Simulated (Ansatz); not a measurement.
Molecule: CdF (charge 0, doublet). The spin state was set by rule; other spins were not relaxed. 
Geometry from a B3LYP-D3(BJ)/def2-TZVP (Ansatz, an electronic-structure program) optimisation:
```xyz
2

Cd     0.0000     0.0000    -0.3189
F      0.0000     0.0000     1.7008
```
Charge 0, spin multiplicity 2.

Quantity: vertical ionisation energy (to the singlet state of charge +1; each state is the SCF solution reached for its spin; for the singlet T1 is 0.029), in eV. Correlated levels leave the core frozen unless marked. UHF or UKS for open shells. No spin-orbit coupling. Frozen are the shells of the preceding noble gas and the d and f shells that filled before the atom's block. Past Kr the def2 sets carry scalar-relativistic core potentials. CBS(X,Y): correlation extrapolated as X^-3; Hartree-Fock from the larger set.

```json
[
 {"level": "r2SCAN/def2-TZVPD", "program": "Ansatz", "vertical ionisation energy (eV)": "9.34"},
 {"level": "B3LYP/def2-TZVPD", "program": "Ansatz", "vertical ionisation energy (eV)": "9.41"},
 {"level": "PBE0/def2-TZVPD", "program": "Ansatz", "vertical ionisation energy (eV)": "[?]"},
 {"level": "CAM-B3LYP/def2-TZVPD", "program": "Ansatz", "vertical ionisation energy (eV)": "[?]"},
 {"level": "wB97M-V/def2-TZVPD", "program": "Ansatz", "vertical ionisation energy (eV)": "[?]"},
 {"level": "wB97X-V/def2-TZVPD", "program": "Ansatz", "vertical ionisation energy (eV)": "[?]"},
 {"level": "CCSD/def2-SVPD", "program": "Ansatz", "vertical ionisation energy (eV)": "8.91"},
 {"level": "CCSD(T)/CBS(def2-TZVPPD,def2-QZVPPD)", "program": "Ansatz", "vertical ionisation energy (eV)": "9.15"}
]
```

**Question.** Some entries are withheld; supply them.

**Answer.** 
- PBE0/def2-TZVPD, vertical ionisation energy (eV): 9.24
- CAM-B3LYP/def2-TZVPD, vertical ionisation energy (eV): 9.44
- wB97M-V/def2-TZVPD, vertical ionisation energy (eV): 9.09
- wB97X-V/def2-TZVPD, vertical ionisation energy (eV): 9.10
